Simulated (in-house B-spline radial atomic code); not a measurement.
How numerical settings move a run on Li, [He] 2s1. Computed with an all-electron radial atomic-structure program (B-spline basis): Dirac-Kohn-Sham PBE0, spherical fractional occupations, Fermi nucleus of rms radius 2.444 fm.

Command:
```bash
python run_scf.py task.json out
```
Settings of the sound reference run:
```
Z                3
electrons        3
configuration    [He] 2s1
hamiltonian      dirac
method           pbe0
spin_polarised   False
nucleus          fermi
rms_radius       2.444
mass_number      7
atomic_mass      7.016003
speed_of_light   137.036
knot_spacing     0.22
spline_order     8
gauss_points     12
box_radius       50
max_iterations   70
damping          0.5
damped_steps     3
diis_vectors     10
tolerance        1e-08
start            Thomas-Fermi
```

Run time, properties included: 0.9 s on 1 thread of Arm Neoverse N1, on a shared host.

It converges in 8 iterations to -7.447040 hartree, with 2s1/2 at -2.89829 eV. The other runs change the listed settings, some to values that make no sense; their results aren't properties of the atom or ion. Radii are in bohr (the nuclear one in fm), a minus after a letter asks for a j subshell, and «unchanged» means within 1e-8 hartree. The run stops when the residual is below 10 × tolerance × max(1, Z/10), or a noise floor if that is larger, and the energy moves by less than 1e-8 × √|E| hartree; so very loose and very tight tolerances often act alike.

| changed settings | outcome |
| --- | --- |
| first_knot = 0.00333, max_iterations = 8, damping = 0, tolerance = 0.01 | converged in 7 iterations, energy -6.13e-08 hartree from the reference, 2s1/2 level -4.8e-05 eV |
| max_iterations = 2 | not converged after 2 iterations, last residual 1.1e-02, last energy +3.34e-03 hartree from the reference |
| method = hf, spin_polarised = True | stopped with error: spin polarisation is not served with the Dirac Hamiltonian |
| damping = 0.95 | converged in 8 iterations, energy unchanged, 2s1/2 level +7.0e-07 eV |
| max_iterations = 5 | not converged after 5 iterations, last residual 3.1e-04, last energy +2.69e-06 hartree from the reference |
| spline_order = 5, gauss_points = 8, first_knot = 0.1, max_iterations = 60, diis_vectors = 2 | converged in 8 iterations, energy +3.44e-04 hartree from the reference, 2s1/2 level +4.2e-05 eV |
| max_iterations = 3 | not converged after 3 iterations, last residual 4.5e-03, last energy +5.99e-04 hartree from the reference |
| knot_spacing = 0.75, max_iterations = 100, tolerance = 1e-05 | converged in 7 iterations, energy +1.23e-04 hartree from the reference, 2s1/2 level +5.8e-06 eV |
| max_iterations = 8, diis_vectors = 2 | converged in 8 iterations, energy unchanged |

(1) What happens with electrons = 11, configuration = [He] 2s1 4s2 4p6, max_iterations = 50?

(2) What happens with electrons = 4, configuration = [He] 2s1 3f1, max_iterations = 60?

(3) What happens with damping = 0?

(4) What happens with damping = 0.2?

## Answers

(1) Converged in 14 iterations to -6.5224 hartree, a different physical problem (warning: 2s1/2 has a positive eigenvalue: unbound, held by the box).

(2) Stopped with error: there is no 3f shell.

(3) Converged in 7 iterations, energy unchanged.

(4) Converged in 7 iterations, energy unchanged, 2s1/2 level +8.9e-07 eV.
